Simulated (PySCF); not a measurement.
Species: C8H12 (charge +1 and doublet state).
Structure used (GFN2-xTB), in Å, numbered top down from 1:
```
atom  x, y, z in Å
C1    -1.3092    1.6810    0.0804
C2    -0.8628    0.3224   -0.1720
C3    -1.6492   -0.7110   -0.6900
C4    -0.8923   -1.8917   -0.7694
C5     0.3813   -1.6430   -0.3057
C6     0.5197   -0.2135    0.0982
C7     0.8966   -0.0893    1.5822
C8     1.5746    0.4809   -0.7806
H9    -0.5072    2.3453    0.3888
H10   -1.8230    2.0850   -0.7976
H11   -2.0845    1.6758    0.8567
H12   -2.6807   -0.6166   -0.9834
H13   -1.2584   -2.8344   -1.1364
H14    1.1848   -2.3553   -0.2390
H15    1.0224    0.9558    1.8521
H16    1.8377   -0.6009    1.7676
H17    0.1308   -0.5303    2.2155
H18    1.6510    1.5322   -0.5165
H19    1.3175    0.3986   -1.8338
H20    2.5458    0.0198   -0.6202
```

The species is `C[C+]1[CH]C=CC1(C)C` [radical] (charge +1).

Method used: UKS B3LYP, pcH-1 on C H, non-relativistic, mean-field spin-orbit, GIAO (PySCF 2.14.0). Isolated species at its GFN2-xTB geometry, gas phase. The geometry wasn't refined by DFT: couplings that depend on bond lengths, twists or pyramidal angles can differ widely from those at the functional's own minimum, by a factor of two or more for some ions and for spin on atoms past the first row. The SCF solution wasn't tested for stability.

Largest spin populations (Mulliken): C5 (+0.50), C2 (+0.39) and C3 (+0.16). Three atoms exceed +0.15.

(1) Test a(H) = Q·ρ(C) for the protons on planar carbons with a spin population beyond ±0.08.

(2) List the C–H protons on four-coordinate carbons next to a three-coordinate spin centre, with their couplings and θ (C–H bond against the normal to the plane of the centre's neighbours, projected along the bond that joins the two).

(3) What would the freely rotating methyl group on C1 show?

## Answers

(1) 
```
  H   C    ρ(C)  a(H) (G)  a/ρ (G)
H12  C3  +0.158     -4.92    -31.2
H14  C5  +0.495    -12.00    -24.2
```

A least-squares line through the origin gives Q = -24.9 G with Mulliken populations.

(2) 
```json
{"β H": "H9", "on": "C1", "centre": "C2", "θ (°)": "84", "cos²θ": "0.01", "a (G)": "+0.26"}
{"β H": "H10", "on": "C1", "centre": "C2", "θ (°)": "41", "cos²θ": "0.57", "a (G)": "+23.51"}
{"β H": "H11", "on": "C1", "centre": "C2", "θ (°)": "25", "cos²θ": "0.82", "a (G)": "+31.74"}
```

Fitting the Heller–McConnell form a = ρ(B0 + B2 cos²θ), with Mulliken ρ = 0.39, gives B0 = 0.0 G and B2 = 102.2 G, with a largest miss of 0.8 G. By this fit the coupling would be 39.6 G at θ = 0° and 0.0 G at 90°.

(3) Three equal couplings, a 1:3:3:1 quartet. The mean of the three values of this geometry estimates the splitting: 18.5 G, or 51.9 MHz (three bonds 120° apart have a mean cos²θ of 1/2 at any torsion).

Couplings in gauss use g_iso = 2.0025.

The SMILES draws the unpaired electron on C3; the largest computed Mulliken spin population is on C5 (0.50 against 0.16).
